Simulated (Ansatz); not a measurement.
Geometry optimisation, RKS PBE-D4/def2-SVP in Ansatz 0.2.0.

Input file:

```yaml
crystal:
  periodic: [false, false, false]
  atoms:
    - { symbol: Zr, position_ang: [0.322051, 0.430289, -0.546092] }
    - { symbol: "N", position_ang: [-0.126593, -0.391162, 2.748207] }
    - { symbol: H, position_ang: [-0.876449, -0.255051, 3.440326] }
    - { symbol: H, position_ang: [0.588137, -0.96671, 3.216177] }
    - { symbol: O, position_ang: [1.958267, -0.414806, -1.174853] }
    - { symbol: H, position_ang: [2.452756, -1.210436, -1.42323] }
    - { symbol: F, position_ang: [-0.564276, 1.244639, -2.061695] }
    - { symbol: O, position_ang: [-0.860258, -0.878209, 0.227756] }
    - { symbol: H, position_ang: [-0.716332, -0.89577, 1.23917] }
    - { symbol: O, position_ang: [0.839499, 1.809, 0.864821] }
    - { symbol: H, position_ang: [1.602298, 2.411512, 0.912603] }
    - { symbol: H, position_ang: [0.3068, 0.547604, 2.594008] }
basis:
  gaussian: { orbitals: def2-SVP }
hamiltonian:
  xc: pbe
  dispersion: d4
relax:
  f_tol: 0.03
  max_steps: 50
```

Run as:

```bash
$ ansatz run input.yaml --threads 4 --pin off --max-ram 5120MiB --backend cpu --events-out ev --progress --plain --runs-dir out
```

Problem. Where does it end, and by what steps?

Solution. The forces met the threshold. After 12 steps the energy has fallen by 0.097 eV; H4 moved furthest, 0.48 Å.

```csv
step,energy less start (eV),largest force component (eV/Å),accepted
0,0.0000,0.699,yes
1,-0.0642,0.280,yes
2,-0.0740,0.149,yes
3,-0.0835,0.102,yes
4,-0.0874,0.153,yes
5,-0.0915,0.086,yes
6,-0.0942,0.051,yes
7,-0.0954,0.072,yes
8,-0.0962,0.079,yes
9,-0.0966,0.074,yes
10,-0.0968,0.046,yes
11,-0.0970,0.031,yes
12,-0.0971,0.019,yes
```

```xyz
12
Properties=species:S:1:pos:R:3
Zr 0.437 0.375 -0.638
N -0.298 -0.340 2.917
H -1.126 -0.027 3.438
H 0.298 -0.847 3.583
O 1.980 -0.328 -1.600
H 2.531 -1.075 -1.872
F -0.737 1.269 -1.900
O -0.512 -1.003 0.313
H -0.542 -0.965 1.330
O 1.012 1.590 0.811
H 1.664 2.273 1.028
H 0.218 0.509 2.628
```

Whether the end is a true minimum wasn't checked by a vibrational analysis.

Run time: 27 s on 4 threads of Arm Neoverse V1 (shared host), peak memory 0.19 GiB.
